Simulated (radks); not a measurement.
Values are calculated unless marked as measured or tabulated.
Ga4+, 27 electrons, occupied as [Ar] 3d9. Level of theory: scalar-relativistic Kohn-Sham, LDA (Slater exchange, Perdew-Wang correlation), spin-polarised, spherical densities, finite nucleus; open shells are filled with parallel spins first; Fermi nuclear charge, rms radius 3.9973 fm (a radial shooting solver on a logarithmic mesh with Libxc functionals).

Unscreened Slater integrals over Kohn-Sham orbitals (hartree). They are taken over the spin-up orbitals.

integral,value
"F0(3d,3d)",1.2420
"F2(3d,3d)",0.58326
"F4(3d,3d)",0.36452
"F0(3d,3p)",1.2876
"F2(3d,3p)",0.61297
"G1(3d,3p)",0.75156
"G3(3d,3p)",0.46009
"F0(3d,3s)",1.3072
"G2(3d,3s)",0.57213
"F0(3p,3p)",1.3473
"F2(3p,3p)",0.67326
"F0(3p,3s)",1.3676
"G1(3p,3s)",0.90413
"F0(3s,3s)",1.3899

Derived for the open shells (J is the average intra-shell exchange parameter used in DFT+U). 3d: Racah B = F2/49 - 5 F4/441 = 0.007770 hartree, C = 35 F4/441 = 0.02893 hartree, C/B = 3.72, F4/F2 = 0.625, J = (F2 + F4)/14 = 0.06770 hartree.
